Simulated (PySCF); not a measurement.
MMg for M along group 14

CCSD(T) with double-zeta basis sets in PySCF, for the lowest determinant that a PBE0 search found; no spin–orbit coupling. De refers to high-spin ground-configuration atoms.

```tsv
M	basis	reference, frozen orbitals	state (unpaired electrons)	Re (Å)	ωe (cm⁻¹)	De (eV)
Si	aug-cc-pVDZ/aug-cc-pV(D+d)Z	ROHF, 6	triplet (π ↑↑)	2.584	305	0.86
Ge	cc-pVDZ/cc-pVDZ-PP	ROHF, 5	triplet (π ↑↑)	2.616	253	0.79
Sn	def2-SVP	ROHF, 5	triplet (π ↑↑)	2.819	213	0.69
Pb	def2-SVP	ROHF, 5	triplet (π ↑↑)	2.881	192	0.63
```

The shortest bond is that of MgSi (2.584 Å), the longest that of MgPb (2.881 Å).

The rows differ in basis set, which adds steps of its own.

Down a group the atoms grow and get heavier, so bonds lengthen and wavenumbers fall; this series shows no clear exception.

Correlated steps freeze the inner cores (5 to 6 orbitals); shallow outer-core shells are correlated. Correlated levels converge slowly with the basis: in double zeta they bind strong bonds too weakly, by up to about 1 eV, and carry superposition errors of some tenths. Spin–orbit coupling is left out, which matters for elements this heavy, above all for dissociation energies. States were picked by a PBE0 search and need not be the measured ground states.
